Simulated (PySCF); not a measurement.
Breaking a bond: Al2, triplet.

- UKS-BLYP = unrestricted BLYP/cc-pVTZ run with PySCF
- UKS-wB97X-V = unrestricted wB97X-V/cc-pVTZ (PySCF)
- UKS-CAM-B3LYP = unrestricted CAM-B3LYP/cc-pVTZ run with PySCF

Magnitude of the dipole moment (D; its direction can reverse along the curve, and a method can change to another solution) and Mulliken charge of the fragment that holds Al1:

```csv
R / Å,μ UKS-BLYP,q UKS-BLYP,μ UKS-wB97X-V,q UKS-wB97X-V,μ UKS-CAM-B3LYP,q UKS-CAM-B3LYP
2.46,0.00,0.00,0.00,0.00,0.93,0.00
2.59,0.00,0.00,0.00,0.00,0.00,0.00
2.62,0.00,0.00,0.00,0.00,0.00,0.00
2.73,0.00,0.00,0.00,0.00,0.00,0.00
2.80,0.00,0.00,0.00,0.00,0.00,0.00
2.90,0.00,0.00,0.00,0.00,0.00,0.00
3.04,0.00,0.00,0.00,0.00,0.00,0.00
3.14,0.00,0.00,0.00,0.00,0.00,0.00
3.36,0.00,0.00,0.00,0.00,0.00,0.00
3.69,0.00,0.00,1.70,0.10,0.46,0.03
4.13,0.00,0.00,1.68,0.08,1.59,0.08
4.49,0.00,0.00,1.28,0.05,1.40,0.06
4.91,0.00,0.00,0.86,0.03,1.03,0.04
5.48,0.00,0.00,0.49,0.01,0.61,0.02
6.00,0.00,0.00,0.31,0.01,0.37,0.01
6.77,0.46,0.01,0.16,0.00,0.18,0.00
7.36,0.42,0.01,0.10,0.00,0.11,0.00
8.29,0.16,0.00,0.05,0.00,0.05,0.00
```

The scan ran from 2.16 to 8.29 Å; beyond the distances shown one of the unrestricted levels run for this scan, shown here or not, changes its spin distribution in one step.
